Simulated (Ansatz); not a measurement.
`C#[C][Ge]([F])([F])[Cl]` + `OCF` → `C#COCF` + `[F][GeH]([F])[Cl]` at 700 K and 1 bar (substitution at a C–Ge bond).

Isolated molecules relaxed with PBE0-D4/def2-TZVP in Ansatz; ΔE leaves out vibrations. CBS: MP2 limit from def2 TZ/QZ plus the TZ coupled-cluster correction, frozen cores. For Ge outer-core shells are correlated without core-valence functions, which leaves a few kJ/mol of doubt a bond. Scalar relativity is left out up to krypton. One conformer a species, not always the lowest.

```json
{"species": "`C#[C][Ge]([F])([F])[Cl]`", "CCSD(T)/CBS energy (Eh)": "-2812.23968", "H − E (kJ/mol)": "139.3", "S (J/(mol·K))": "471.5"}
{"species": "`OCF`", "CCSD(T)/CBS energy (Eh)": "-214.81254", "H − E (kJ/mol)": "157.9", "S (J/(mol·K))": "312.7"}
{"species": "`C#COCF`", "CCSD(T)/CBS energy (Eh)": "-290.81386", "H − E (kJ/mol)": "200.3", "S (J/(mol·K))": "396.5"}
{"species": "`[F][GeH]([F])[Cl]`", "CCSD(T)/CBS energy (Eh)": "-2736.19042", "H − E (kJ/mol)": "88.4", "S (J/(mol·K))": "388.8"}
```

H − E and S are ideal-gas, rigid-rotor, harmonic terms from PBE0-D4/def2-TZVP, for one conformer and one mirror image of each species. 1 Eh = 2625.50 kJ/mol, R = 8.31446 J/(mol·K).

By hand: ΔE, ΔH, ΔS and ΔG.

ΔE = (-290.81386) + (-2736.19042) − (-2812.23968) − (-214.81254) = 0.04794 Eh = 125.9 kJ/mol. Δ(H − E) = 200.3 + 88.4 − 139.3 − 157.9 = -8.5, so ΔH = 117.4 kJ/mol. ΔS = 396.5 + 388.8 − 471.5 − 312.7 = 1.1 J/(mol·K). ΔG = 117.4 − 700 × (1.1)/1000 = 116.6 kJ/mol.

By hand: the equilibrium constant, and the temperature at which ΔG would vanish if ΔH and ΔS stayed fixed.

log₁₀ K = −ΔG/(RT ln 10) = -8.7. ΔG = 0 at ΔH/ΔS = 106727 K, far beyond where these terms or the molecules hold.

The number of gas molecules stays the same, so ΔS is small and ΔH decides. A doubt of 5 kJ/mol in ΔE shifts log₁₀ K by 0.4 here. Other conformers and mirror images would add mixing entropy, several J/(mol·K) or more a flexible species. Modes under 60 cm⁻¹, often nearly free rotors, make the harmonic entropy too high. These are equilibria of isolated gas molecules and say nothing of rates. Largest T1 diagnostic: 0.013 (customary marks: 0.02 for closed shells, 0.045 for open ones).
